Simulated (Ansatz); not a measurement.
Input (CCSDT(Q)/def2-SVP; Ansatz, an electronic-structure program):

Ansatz 0.2 input:
```yaml
crystal:
  periodic: [false, false, false]
  atoms:
    - {symbol: Sn, position_ang: [-0.78023241, 0.31551237, 0.29500594]}
    - {symbol: F, position_ang: [-0.83804476, 1.73048709, -1.03356192]}
    - {symbol: Br, position_ang: [1.34667311, -0.92978830, -0.20714924]}
    - {symbol: H, position_ang: [-0.57953549, 1.19258805, 1.80198409]}
basis:
  gaussian:
    orbitals: def2-SVP
magnetization: {spin_polarized: true, initial_magnetization: 1}
correlation: {method: ccsdt_q, electrons: outside_noble_gas}
```

Output:

```
Functional definition: HF
integrals: 0.16 GiB planned
1426 factors; integrals over basis functions are off by at most 1.4e-7 eV
mean field: 0.66 GiB planned
mean field evaluation 1: about -78514.1263 eV, gradient 2.2e1 eV
mean field evaluation 2: about -78514.1919 eV, gradient 2.2e1 eV
mean field evaluation 4: about -78516.5690 eV, gradient 1.8e0 eV
mean field evaluation 8: about -78516.6461 eV, gradient 3.3e-1 eV
mean field evaluation 16: about -78516.6490 eV, gradient 7.8e-6 eV
mean field evaluation 32: about -78513.4698 eV, gradient 4.5e0 eV
mean field evaluation 64: about -78513.5255 eV, gradient 1.7e0 eV
mean field -78516.64904240 eV, -2885.4336318118 hartree, gradient 7.8e-6 eV, S^2 0.763659; 1 other end points of the search recorded, 0 dependent functions left out
determinant -78516.64904240 eV, -2885.4336318118 hartree, with singles and doubles -78527.41744745 eV, -2885.8293633984 hartree
determinant -78513.37109139 eV, -2885.3131693343 hartree, with singles and doubles -78524.08805813 eV, -2885.7070105977 hartree
24 core orbitals not correlated, not the lowest: weight in the atoms' cores, before any rotation towards them, 0.810 or more for the frozen orbitals, at most 0.192 for the correlated occupied ones
reference -78516.64904240 eV, -2885.4336318118 hartree; 10, 9 occupied and 43, 44 virtual orbitals, 1426 factors
second order -10.18022777 eV of doubles, -0.00000000 eV of singles
coupled cluster: 2.89 GiB planned
cycle   1  -10.43209106 eV  change   -2.5e-1 eV  update   1.0e-1
cycle   2  -10.76055001 eV  change   -3.3e-1 eV  update   5.8e-2
cycle   3  -11.01529986 eV  change   -2.5e-1 eV  update   2.8e-2
cycle   4  -11.02970944 eV  change   -1.4e-2 eV  update   1.2e-2
cycle   5  -11.01153492 eV  change    1.8e-2 eV  update   6.6e-3
cycle   6  -11.01270921 eV  change   -1.2e-3 eV  update   3.3e-3
cycle   7  -11.01634126 eV  change   -3.6e-3 eV  update   1.9e-3
cycle   8  -11.01659330 eV  change   -2.5e-4 eV  update   1.0e-3
cycle   9  -11.01603585 eV  change    5.6e-4 eV  update   5.5e-4
cycle  10  -11.01635409 eV  change   -3.2e-4 eV  update   2.8e-4
cycle  11  -11.01609878 eV  change    2.6e-4 eV  update   1.4e-4
cycle  12  -11.01605454 eV  change    4.4e-5 eV  update   8.9e-5
cycle  13  -11.01607549 eV  change   -2.1e-5 eV  update   4.0e-5
cycle  14  -11.01607692 eV  change   -1.4e-6 eV  update   2.4e-5
cycle  15  -11.01605422 eV  change    2.3e-5 eV  update   1.5e-5
cycle  16  -11.01604892 eV  change    5.3e-6 eV  update   8.3e-6
cycle  17  -11.01604875 eV  change    1.6e-7 eV  update   4.8e-6
cycle  18  -11.01604732 eV  change    1.4e-6 eV  update   2.6e-6
cycle  19  -11.01604727 eV  change    4.4e-8 eV  update   1.5e-6
perturbative correction -0.02721671 eV, -0.0010001958 hartree
Total energy: -78527.69230638 eV, -2885.8394642779 hartree
```
